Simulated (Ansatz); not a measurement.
Abridged output of a molecular run in Ansatz:

```
Functional definition: HF
  name "HF"
  cite "Fock, Z. Phys. 61, 126 (1930) doi:10.1007/BF01340294"
  parent pbe
  exchange = exact_x
  correlation = 0
1148 factors; integrals over basis functions are off by at most 1.1e-3 eV
mean field evaluation 1: about -13107.4732 eV, gradient 2.9e1 eV
mean field evaluation 2: about -13107.4807 eV, gradient 2.9e1 eV
mean field evaluation 4: about -13110.0068 eV, gradient 3.7e0 eV
mean field evaluation 8: about -13110.0474 eV, gradient 2.1e-4 eV
mean field -13110.04741757 eV, -481.7853562864 hartree, gradient 1.3e-6 eV, S^2 0.000000; 0 other end points of the search recorded, 0 dependent functions left out
9 core orbitals not correlated: weight in the atoms' cores, before any rotation towards them, 1.000 or more for the frozen orbitals, at most 0.000 for the correlated occupied ones
reference -13110.04741757 eV, -481.7853562864 hartree; 15, 15 occupied and 90, 90 virtual orbitals, 1148 factors
second order -18.86579501 eV of doubles, -0.00000000 eV of singles
cycle   1  -19.77497252 eV  change   -9.1e-1 eV  update   1.1e-1
cycle   2  -20.34974828 eV  change   -5.7e-1 eV  update   3.3e-2
cycle   3  -20.49161834 eV  change   -1.4e-1 eV  update   1.7e-2
cycle   4  -20.48952909 eV  change    2.1e-3 eV  update   4.5e-3
cycle   5  -20.48801935 eV  change    1.5e-3 eV  update   1.8e-3
cycle   6  -20.48815963 eV  change   -1.4e-4 eV  update   4.9e-4
cycle   7  -20.48790521 eV  change    2.5e-4 eV  update   1.6e-4
cycle   8  -20.48786115 eV  change    4.4e-5 eV  update   5.9e-5
cycle   9  -20.48786787 eV  change   -6.7e-6 eV  update   2.4e-5
perturbative correction -0.63872347 eV, -0.0234726547 hartree
Total energy: -13131.17400892 eV, -482.5617441984 hartree
```

Its atoms:

Cartesian coordinates in Å:
```
C 2.250 0.357 -0.462
O 1.362 -0.487 -1.161
C 0.099 -0.541 -0.718
C -0.446 0.109 0.317
Si -2.225 -0.124 0.744
H 3.214 0.270 -0.961
H 1.911 1.398 -0.496
H 2.347 0.046 0.583
H -0.476 -1.222 -1.338
H 0.166 0.780 0.911
H -2.395 -0.659 2.123
H -2.827 -1.085 -0.220
H -2.980 1.158 0.680
```

**Question.** Which basis set was used?
A. def2-SVP
B. def2-SVPD
C. cc-pV(Q+d)Z
D. def2-TZVPPD

**Answer.** A. It gives 114 functions.

**Question.** Write the keys of the input that set method, charge and spin (a neutral closed shell needs none for the last two).

**Answer.** 
```yaml
correlation: {method: ccsd_t}
```
